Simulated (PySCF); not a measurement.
Input for PySCF:
```python
from pyscf import gto, scf, dft

mol = gto.Mole()
mol.atom = '''
    Si   -0.00000000    0.00000000   -0.00000000
    H     0.85687118    0.83207387    0.84090169
    H    -0.85685565   -0.82713035    0.84578045
    H    -0.82961346    0.85438800   -0.84584481
    H     0.82959793   -0.85933152   -0.84083733
'''
mol.basis = 'sto-3g'
mol.verbose = 4
mol.build()

mf = dft.RKS(mol)
mf.xc = 'pbe0'
mf = mf.density_fit(auxbasis='def2-universal-jkfit')
mf.kernel()
```

Task: What is the computed number of basis functions (DF-PBE0/STO-3G run with PySCF)?

Result: 13

Task: What is the computed nuclear repulsion energy (DF-PBE0/STO-3G)?

Result: 21.6183 Eh

Task: What Mulliken (on the basis functions themselves) charges in atom order does DF-PBE0/STO-3G give?

Result: Si1 0.46, H2 -0.12, H3 -0.12, H4 -0.12, H5 -0.12

Task: Predict the HOMO energy from DF-PBE0/STO-3G.

Result: -8.21 eV
